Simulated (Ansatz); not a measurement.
Coupled-cluster diagnostics for TeAu2⁺ (the lowest doublet isomer of a short search), Ansatz.

Geometry of the doublet (PBE0-D4/def2-TZVP):

```csv
atom,x (Å),y (Å),z (Å)
Au1,-1.597,1.049,0.026
Au2,1.574,-0.488,0.968
Te3,0.024,-0.561,-0.995
```

In the def2 sets Au, Te take a core potential; there is no spin–orbit coupling. Correlated methods freeze 4 core orbitals; core or outer-core shells of Au, Te are correlated, in sets that lack core-valence functions. The structure comes from a short search, and lower isomers may exist.

Geometry of the charge 1 quartet (PBE0-D4/def2-TZVP):

```tsv
atom	x (Å)	y (Å)	z (Å)
Au1	0.751	1.980	-0.197
Au2	-1.391	-1.013	0.818
Te3	0.640	-0.967	-0.621
```

(1) Estimate the CCSD(T) correlation energy, the shares of MP2 and (T), T1 and the reference's ⟨S²⟩ for: charge 1, doublet, own geometry in def2-SVP; charge 1, quartet, own geometry in def2-SVP; and the rough time on 4 threads of Arm Neoverse V2 on a shared host.

Answers

(1) 
```csv
state,basis,correlation (eV),MP2 share (%),(T) share (%),T1,⟨S²⟩ (pure),wall time
"charge 1, doublet, own geometry",def2-SVP,-20.806,102.0,2.7,0.028,0.77 (0.75),9.5 s
"charge 1, quartet, own geometry",def2-SVP,-20.464,101.9,2.6,0.031,3.78 (3.75),18 s
```
Customary marks for T1 are 0.02 (closed shells), 0.045 (open shells) and about 0.05 (3d metals). T1 exceeds 0.02 in 2 of 2 rows and 0.045 in 0; the higher it lies, the less the single-reference result can be trusted.
